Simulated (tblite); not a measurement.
C5H6ClF2 (doublet state).
Numbering: `[H]/[C:1]=[CH:2]\[C@H:3]([Cl:4])[CH2:5][CH:6]([F:7])[F:8]` (hydrogens: H9 on C1; H10 on C2; H11 on C3; H12, H13 on C5; H14 on C6)

Structure used (GFN2-xTB), in Å, numbered top down from 1:
```xyz
14
C5H6ClF2 angstrom
C      2.7439    0.5258    0.7446
C      1.8815   -0.1148    0.0321
C      0.4236   -0.3364    0.4099
Cl     0.1748   -2.0963    0.6818
C     -0.5054    0.1445   -0.6961
C     -1.9669    0.0663   -0.2761
F     -2.7683    0.4755   -1.2875
F     -2.2091    0.9055    0.7608
H      2.8157    1.0482    1.6686
H      2.1499   -0.5653   -0.9160
H      0.1944    0.1575    1.3567
H     -0.2729    1.1871   -0.9281
H     -0.3756   -0.4559   -1.5979
H     -2.2862   -0.9421    0.0250
```

Method: GFN2-xTB as coded in tblite; computed harmonic values from a numerical Hessian at the method's own geometry, unscaled. This tight-binding method is rough: wavenumbers can miss measured ones by several per cent, in bad cases by 10 to 20. One conformer, not necessarily the lowest. Open shells enter through the occupations alone, without spin polarisation, and single modes of such species can be off by tens of per cent.

Harmonic wavenumbers (cm⁻¹): 50.2, 58.7, 87.5, 127.3, 247.6, 286.8, 308.9, 345.7, 456.3, 472.6, 530.3, 610.1, 668.6, 727.7, 885.9, 922.1, 961.5, 1012.9, 1043.0, 1080.5, 1101.1, 1149.7, 1166.8, 1220.3, 1242.1, 1265.6, 1279.1, 1326.0, 1436.6, 1712.6, 2905.7, 2956.0, 2984.4, 3002.4, 3016.7, 3208.3.

A = 2477, B = 968.3, C = 821.6 MHz; mass 139.013 u (most abundant isotopes); point group C1, symmetry number 1; spin multiplicity 2.

Problem. What is the zero-point energy?

Solution. ½Σν̃ = 20929 cm⁻¹ = 59.84 kcal/mol.

Problem. Give the ideal-gas entropy at 350 K and 1 bar in the rigid-rotor, harmonic-oscillator model (classical rotation).

Solution. Translation 41.52, rotation 29.96, vibration 30.26, spin (R ln 2) 1.38: S = 103.1 cal/(mol K).

Problem. And Cp and H(350 K) − H(0)?

Solution. Cp = 37.03 cal/(mol K), of which vibrations give 29.08 (their classical limit is 36 R = 71.5); H(350 K) − H(0) = 8.12 kcal/mol without the zero-point energy, 5.34 from vibrations.

Problem. Which modes carry the vibrational entropy at 350 K?

Solution. 50.2 cm⁻¹: 5.13; 58.7 cm⁻¹: 4.82; 87.5 cm⁻¹: 4.03; 127.3 cm⁻¹: 3.30; 247.6 cm⁻¹: 2.04; 286.8 cm⁻¹: 1.77 cal/(mol K); the other 30 give 9.18 together.

Problem. How do the functions run with temperature in this model?

Solution. 
```tsv
T (K)	S (cal/(mol K))	Cp (cal/(mol K))	H − H(0) (kcal/mol)	G − H(0) (kcal/mol)	ln q(vib)
50	60.8	13.3	0.51	-2.53	0.58
100	71.3	17.4	1.28	-5.85	1.80
298.15	97.5	33.1	6.30	-22.77	6.40
373.15	105.5	38.7	9.00	-30.38	8.06
500	118.0	46.5	14.42	-44.58	10.77
750	139.0	56.8	27.45	-76.79	15.81
1000	156.2	63.1	42.49	-113.76	20.38
```

q(vib) and H(0) count from the zero-point level.

Problem. What must be added to the electronic energy to get the Gibbs energy at 350 K and 1 bar?

Solution. ZPE + [H(350 K) − H(0)] − T·S = 59.84 + 8.12 − 36.09 = 31.87 kcal/mol.

Hindered rotation and anharmonicity are outside this model. Other conformers, if any are populated, would add a mixing term that is left out. The structure is chiral; the term R ln 2 for an equal mix with its mirror image is left out.
